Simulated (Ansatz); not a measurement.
Cost and result up the ladder for cis-NiH2(NH3)2 (NiN2H8) (11 atoms). Total charge 0; singlet. Geometry: B3LYP-D4/def2-SVP.

```
atom   x (Å)   y (Å)   z (Å)
  N1  -0.219  -0.732   1.388
  N2  -0.652   0.489  -1.359
 Ni3   0.820   0.229  -0.028
  H4   1.739   0.917  -0.947
  H5   2.017   0.131   0.821
  H6   0.261  -1.621   1.552
  H7  -1.218  -0.940   1.293
  H8  -0.102  -0.194   2.250
  H9  -0.330   0.072  -2.235
 H10  -0.710   1.495  -1.538
 H11  -1.606   0.155  -1.196
```

Ansatz on 2 threads of Intel Xeon Platinum 8259CL on a shared host. Times are rough, and most runs start from the orbitals of an earlier one. No level here is sound enough to serve as a yardstick. Binding counts from free atoms at the same level (N quartet, Ni triplet, H doublet; other spins of the atoms weren't run), without zero-point energy or a counterpoise term.

No other spin state of charge 0 was run.

Run but left out: HF/STO-3G, B2PLYP/def2-TZVP, PBE-QIDH/def2-TZVP (restricted singlet, unstable in another Hartree–Fock run and untested here); CCSD(T)/def2-TZVP (restricted singlet, unstable towards broken spin symmetry).

```tsv
level	functions	wall time	binding energy per atom (eV)	remarks
LDA (SPW92)/def2-TZVP	155	1.5 s	3.54	restricted SCF unstable in HF
PBE-D4/def2-SVP	99	1.9 s	3.11	restricted SCF unstable in HF
PBE0-D4/def2-SVP	99	2.4 s	2.95	restricted SCF unstable in HF
PBE0-D4/def2-TZVP	155	3.6 s	2.95	restricted SCF unstable in HF
PBE-D4/def2-TZVP (with forces)	155	3.8 s	3.09	restricted SCF unstable in HF
r2SCAN-D4/def2-TZVP	155	4.4 s	3.02	restricted SCF unstable in HF
```
